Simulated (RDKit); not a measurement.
A run for RDKit: MMFF94 on NH3 (SMILES N).

```python
from rdkit import Chem
from rdkit.Chem import AllChem, rdDetermineBonds

blocks = [
'''4

N     0.00000000   -0.00002411    0.30627053
H     0.00000000    0.93747488   -0.10213041
H     0.81190073   -0.46877539   -0.10212006
H    -0.81190073   -0.46877539   -0.10212006
''',
]
mol = None
for b in blocks:
    f = Chem.MolFromXYZBlock(b)
    rdDetermineBonds.DetermineBonds(f, charge=0)
    mol = f if mol is None else Chem.CombineMols(mol, f)
Chem.SanitizeMol(mol)
print(Chem.MolToSmiles(Chem.RemoveHs(mol)))
ff = AllChem.MMFFGetMoleculeForceField(mol, AllChem.MMFFGetMoleculeProperties(mol), nonBondedThresh=100.0, ignoreInterfragInteractions=False)
e = ff.CalcEnergy()
print(f'MMFF94 energy {e:.6f} kcal/mol')
```

It printed:

```
N
MMFF94 energy 0.039576 kcal/mol
```

The run finished.

Cost: about 0.020 core-seconds (a rough figure).
